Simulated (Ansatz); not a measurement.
F$_{2}$H$_{4}$OSiSn, SMILES `[OH][Sn]([F])([F])[SiH3]`. The species carries charge 0 and has multiplicity 1. Sn takes the def2 core potential. Geometry: relaxed with PBE0-D4/def2-TZVP. It is one conformer, not always the lowest.

```xyz
9

O     0.905   -0.590   -2.017
Sn    0.563   -0.606   -0.108
F     2.279   -0.459    0.730
F     0.099   -2.413    0.322
Si   -1.133    1.111    0.734
H     1.547   -1.250   -2.295
H    -1.245    0.918    2.197
H    -2.413    0.837    0.042
H    -0.603    2.451    0.395
```

(1) What is the dipole moment at PBE/def2-TZVPP? (An estimate is asked.)

(2) And with r2SCAN, B3LYP, ωB97M-V? (Estimate.)

(3) Give the Mulliken charges with PBE, B3LYP, r2SCAN in def2-TZVPP. (An estimate is asked.)

Results:

(1) Computed: 3.36 D, with components (-2.24, 2.50, 0.00) D in this frame, pointing from negative to positive charge.

(2) Computed: r2SCAN 3.47 D, B3LYP 3.59 D, ωB97M-V 3.59 D.

(3) Computed: 
```
atom    PBE  B3LYP  r2SCAN
  O1  -0.49  -0.54   -0.55
 Sn2   1.17   1.28    1.25
  F3  -0.44  -0.48   -0.48
  F4  -0.44  -0.48   -0.48
 Si5   0.01   0.07    0.11
  H6   0.20   0.19    0.21
  H7   0.00  -0.01   -0.02
  H8  -0.01  -0.01   -0.02
  H9  -0.01  -0.01   -0.02
```

B3LYP here is the variant with VWN-RPA as its local correlation; programs differ in this.
